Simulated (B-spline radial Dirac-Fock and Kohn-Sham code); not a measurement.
# Magnetic form factor of the 4d shell of Tb²⁸⁺

System: the Tb²⁸⁺ ion, configuration [Kr] 4d1.

The run's input, task.json:

```json
{"items": [{
  "Z": 65,
  "q": 28,
  "cfg": [[1, 0, 2], [2, 0, 2], [2, 1, 6], [3, 0, 2], [3, 1, 6], [3, 2, 10], [4, 0, 2], [4, 1, 6], [4, 2, 1]],
  "A": 159,
  "rrms": 5.06,
  "do": ["scatter"],
  "s": [0.0, 0.05, 0.1, 0.15, 0.2, 0.25, 0.3, 0.35, 0.4, 0.45, 0.5, 0.6, 0.7, 0.8, 0.9, 1.0, 1.1, 1.2, 1.4, 1.6, 1.8, 2.0, 2.5, 3.0, 3.5, 4.0, 5.0, 6.0],
  "pz": [0, 0.1, 0.2, 0.3, 0.4, 0.5, 0.6, 0.8, 1.0, 1.2, 1.4, 1.6, 1.8, 2.0, 2.5, 3.0, 4.0, 5.0, 7.0, 10.0, 15.0, 20.0, 30.0, 40.0, 60.0, 100.0],
  "hv_scatter": [2000, 5000, 10000, 17479.3, 30000, 50000, 500000, 1000000]
}]}
```

Command: `python xray_run.py task.json out`

Level of theory: relativistic Hartree-Fock (Dirac-Fock) wave functions, averaged over the configuration; a radial B-spline solver. ⟨j_K⟩ is the integral of the 4d radial density with the spherical Bessel function j_K(4πsr), s = sin θ/λ.

```csv
s (Å⁻¹),⟨j0⟩,⟨j2⟩,⟨j4⟩
0,1.0000,0.0000,0.0000
0.05,0.9944,0.0022,0.0000
0.1,0.9778,0.0089,0.0000
0.15,0.9506,0.0196,0.0001
0.2,0.9136,0.0340,0.0004
0.25,0.8680,0.0514,0.0010
0.3,0.8149,0.0712,0.0020
0.35,0.7558,0.0926,0.0036
0.4,0.6921,0.1148,0.0060
0.45,0.6256,0.1369,0.0091
0.5,0.5577,0.1582,0.0131
0.6,0.4236,0.1955,0.0239
0.7,0.3002,0.2221,0.0383
0.8,0.1946,0.2355,0.0552
0.9,0.1112,0.2354,0.0733
1,0.0508,0.2230,0.0910
1.1,0.0119,0.2010,0.1065
1.2,-0.0086,0.1726,0.1185
1.4,-0.0109,0.1093,0.1290
1.6,0.0120,0.0540,0.1214
```

Radial moments of the shell: ⟨r²⟩ = 0.3046, ⟨r⁴⟩ = 0.1356, ⟨r⁶⟩ = 0.07998 in powers of bohr.

Values without a named source are computed, but for edge energies of neutral atoms, which are taken from tables.
